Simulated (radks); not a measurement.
Dipole-allowed excitations along the series with 30 electrons in [Ar] 3d10 4s2. Method: scalar-relativistic Kohn-Sham, LB94 model potential, spin-unpolarised, spherical densities, finite nucleus; Fermi nuclear charge, rms radius of each element as measured or else 0.836 A^(1/3) + 0.57 fm; computed with a radial shooting solver on a logarithmic mesh with Libxc functionals. Time-dependent linear response with the Hartree and adiabatic LDA kernel, continuum included through the Sternheimer equations, no spin-orbit coupling, so fine structure and intercombination lines are absent. Lines are the poles of the dipole polarisability below minus the highest occupied eigenvalue, found on a grid refined at the orbital gaps; the lowest seven at most are given, and weak or close lines can be missed. The first line takes the name of the lowest orbital gap if no other gap lies below it; otherwise a line is named after a gap within 0.6 % of it, if that gap stands alone.

| species | -e(HOMO) (eV) | lowest orbital gap (eV) | first line (eV) | f | static alpha (bohr^3) |
|---|---|---|---|---|---|
| Br5+ | 90.734 | 4s-4p 16.219 | 19.951 (4s-4p) | 1.56 | 3.243 |
| Kr6+ | 112.82 | 4s-4p 18.283 | 22.404 (4s-4p) | 1.53 | 2.510 |
| Rb7+ | 136.80 | 4s-4p 20.370 | 24.866 (4s-4p) | 1.49 | 1.989 |
| Sr8+ | 162.67 | 4s-4p 22.485 | 27.348 (4s-4p) | 1.46 | 1.607 |
| Zr10+ | 220.02 | 4s-4p 26.830 | 32.408 (4s-4p) | 1.40 | 1.096 |
